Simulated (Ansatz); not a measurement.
## Abstraction of F: Si2H3F3 + SnH2F → SiH(SiH2)F2 + SnH2F2

Species: Si2H3F3 `F[SiH2][SiH](F)F`, singlet; SnH2F `[F][SnH2]`, doublet; SiH(SiH2)F2, doublet; SnH2F2 `[F][SnH2][F]`, singlet. A radical takes F: the energy is the difference in strength between the Si–F bond broken and the Sn–F bond made.

Shapes, held fixed at every level: PBE0-D4/def2-TZVP. Flexible molecules stand in one conformer, not always the lowest. Programs: Ansatz 0.2.0. Electronic energies: no zero-point or thermal term.

Task: Estimate ΔE of this reaction.

Result: The highest level, CCSD(T)/def2-TZVPP, gives ΔE = +106.0 kJ/mol; the levels span +106.0 to +116.1. The column of differences is taken from that level and isn't an error. No measured value is set beside it here. Open shells run unrestricted. For atoms past krypton def2 sets carry core potentials with scalar relativity. Outer-core shells of Sn are correlated in most correlated rows, in sets that cover them unevenly.

```
              level                    kind  ΔE (kJ/mol)  less CCSD(T)/def2-TZVPP
     MP2/def2-TZVPP     perturbation theory       +108.5                     +2.5
      HF/def2-TZVPP            Hartree–Fock       +116.1                    +10.1
B3LYP-D4/def2-TZVPP           global hybrid       +113.7                     +7.7
 wB97M-V/def2-TZVPP  range-separated hybrid       +114.9                     +8.9
  B2PLYP/def2-TZVPP           double hybrid       +111.7                     +5.7
    CCSD/def2-TZVPP   coupled cluster or CI       +108.8                     +2.8
 CCSD(T)/def2-TZVPP   coupled cluster or CI       +106.0                      0.0
```
